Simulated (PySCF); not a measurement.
Stepwise substitution at one centre (Ge OH-OCH3). Gas-phase values, no solvent. One relaxed conformer stands for each flexible species; it need not be the lowest. Strings in code marks are SMILES.

Computed with PySCF 2.14.0 with PBE-D3(BJ)/def2-TZVP // PBE0-D3(BJ)/def2-SVP. All candidates: neutral, multiplicity 1. 

The LUMO is -1.08 eV and the HOMO–LUMO gap comes out as 5.44 eV. The HOMO is -6.51 eV.

Task: Name which member has these values.
A. `C[O][Ge]([OH])([OH])[O]C`
B. `[OH][Ge]([OH])([OH])[OH]`
C. `C[O][Ge]([O]C)([O]C)[O]C`

Result: A, `C[O][Ge]([OH])([OH])[O]C`. The others give `C[O][Ge]([O]C)([O]C)[O]C`: -0.83 eV, 5.62 eV, -6.45 eV; `[OH][Ge]([OH])([OH])[OH]`: -1.27 eV, 6.14 eV, -7.40 eV
